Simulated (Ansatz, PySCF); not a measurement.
Gas-phase reaction (SMILES): ClC(Br)(Br)Br [tribromo(chloro)methane] + 4 [H][H] (H2) → 3 Br (HBr) + C (CH4) + Cl (HCl); energy of full hydrogenation.

Geometries: B3LYP-D3(BJ)/def2-TZVP minima from Ansatz (an electronic-structure program). Valence correlation only, unless marked. Spin-orbit coupling is left out. The frozen core is the preceding noble-gas configuration, with the filled d and f shells of earlier blocks. Non-relativistic. Basis-set limits of correlation are two-point, X^-3; Hartree-Fock from the larger set. Thermal terms are rigid-rotor harmonic-oscillator values from B3LYP-D3(BJ) frequencies (Ansatz or PySCF) at 298.15 K and 1 atm. 1 Eh = 627.5095 kcal/mol.

```json
[
 {"species": "ClC(Br)(Br)Br", "E, CCSD(T)/CBS(def2-TZVPPD,def2-QZVPPD) (Ansatz) (Eh)": "-8215.83706", "E, PBE/def2-TZVPD (Ansatz) (Eh)": "-8219.39007", "H - E (Eh)": "0.01491"},
 {"species": "[H][H] (H2)", "E, CCSD(T)/CBS(def2-TZVPPD,def2-QZVPPD) (Ansatz) (Eh)": "-1.17452", "E, PBE/def2-TZVPD (Ansatz) (Eh)": "-1.16589", "H - E (Eh)": "0.01336"},
 {"species": "Br (HBr)", "E, CCSD(T)/CBS(def2-TZVPPD,def2-QZVPPD) (Ansatz) (Eh)": "-2573.28305", "E, PBE/def2-TZVPD (Ansatz) (Eh)": "-2574.36895", "H - E (Eh)": "0.00927"},
 {"species": "C (CH4)", "E, CCSD(T)/CBS(def2-TZVPPD,def2-QZVPPD) (Ansatz) (Eh)": "-40.45806", "E, PBE/def2-TZVPD (Ansatz) (Eh)": "-40.46301", "H - E (Eh)": "0.04840"},
 {"species": "Cl (HCl)", "E, CCSD(T)/CBS(def2-TZVPPD,def2-QZVPPD) (Ansatz) (Eh)": "-460.37886", "E, PBE/def2-TZVPD (Ansatz) (Eh)": "-460.62833", "H - E (Eh)": "0.01000"}
]
```

### Question
Work out ΔE and ΔH at 298.15 K at the first level, then ΔH at the second.

### Answer

1. ΔE = [3×(-2573.28305) + (-40.45806) + (-460.37886)] - [(-8215.83706) + 4×(-1.17452)] = -0.15093 Eh = -94.7 kcal/mol at CCSD(T)/CBS(def2-TZVPPD,def2-QZVPPD).
2. The terms H - E add up to 0.01786 Eh, so ΔH = (-0.15093 + (0.01786))×627.5095 = -83.5 kcal/mol.
3. At PBE/def2-TZVPD the same steps give ΔE = -90.7 and ΔH = -79.5 kcal/mol, a shift of +4.0 from the first level.
4. Tabulated enthalpies of formation (ClC(Br)(Br)Br 12.7 kcal/mol, ATcT 1.112; [H][H] (H2) 0.0 kcal/mol, zero by definition; Br (HBr) -8.6 kcal/mol, ATcT 1.112; C (CH4) -17.8 kcal/mol, ATcT 1.112; Cl (HCl) -22.0 kcal/mol, ATcT 1.112) give ΔH = -78.3, so the errors are -5.2 and -1.2 kcal/mol; the tables hold anharmonic motion, scalar relativity, spin-orbit effects, which both levels lack, and core correlation, which the frozen-core level lacks.
